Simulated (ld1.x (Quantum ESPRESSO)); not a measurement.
lead (Pb), TM: configuration errors across variants

| Property | Result |
| --- | --- |
| Element | Pb |
| Generator | ld1.x (Quantum ESPRESSO) 7.5 |
| Type | norm-conserving Troullier–Martins (Kleinman–Bylander form) |
| Functional | PBEsol |
| Relativity | scalar-relativistic |
| Frozen core | [Xe] 4f14 5d10 |
| Valence charge | 4 |
| Reference configuration | 6s2 6p2 |
| Partial waves | 6s (bound): rc 1.80 bohr; 6p (bound): rc 2.70 bohr; 6d channel at 0.35 Ry: rc 2.90 bohr |
| Local potential | the d channel |
| Core correction | a·sin(br)/r model core, default radius (core density twice the valence density) |

All-electron excitation energies from the reference (eV): (1) 6s2 6p1 6.598; (2) 6s2 6p0 20.045; (3) 6s1 6p0 52.524; (4) 6s2 6p1.5 2.503; (5) 6s0 6p4 17.906; (6) 6s1 6p2 16.176; (7) 6s1 6p3 8.771.

The default core radius of the base comes out at 1.90 bohr.

3 further variants failed, have other tests or another functional or relativity, and are left out.

A true bound ghost makes a file unfit for plane-wave use even where its test errors are small: the radial tests pick states by their node count and pass the ghost by. Where a test does run into it, the solver fails or the error is huge.

Errors AE − PS in meV (a dash: test not solved or not reliable):

| change | (1) | (2) | (3) | (4) | (5) | (6) | (7) | bound ghosts |
| --- | --- | --- | --- | --- | --- | --- | --- | --- |
| base | -34 | -170 | -753 | -7.4 | -235 | -164 | -59 | s, p |
| wave 6p (bound): rc 2.70 bohr becomes 6p (bound): rc 3.74 bohr | -42 | -222 | -889 | -8.8 | -142 | -151 | -36 | s, p |
| all radii but the core radius scaled by about 1.33 (s 2.40, p 3.58, d 3.86 bohr) | -23 | -161 | -729 | -4.4 | -85 | -75 | -22 | none |
| core correction a·sin(br)/r model core inside 2.08 bohr | -35 | -173 | -754 | -7.5 | -213 | -158 | -54 | s, p |
| wave 6s (bound): rc 1.80 bohr becomes 6s (bound): rc 1.86 bohr | -34 | -169 | -750 | -7.4 | -233 | -163 | -58 | s, p |
| wave 6d channel at 0.35 Ry: rc 2.90 bohr becomes 6d channel at 0.35 Ry: rc 2.74 bohr | -28 | -154 | -716 | -5.7 | -201 | -134 | -51 | s, p |
| core correction a·sin(br)/r model core inside 1.82 bohr | -34 | -169 | -751 | -7.4 | -240 | -165 | -60 | s, p |

Question: Give the same row for: wave 6d channel at 0.35 Ry: rc 2.90 bohr becomes 6d channel at -0.16 Ry: rc 2.90 bohr.

Answer: -29, -154, –, -6.0, -203, -137, -51; bound ghosts: s, p. Not counted: 6s1 6p0 (solver errors, printed error -5.8 eV).
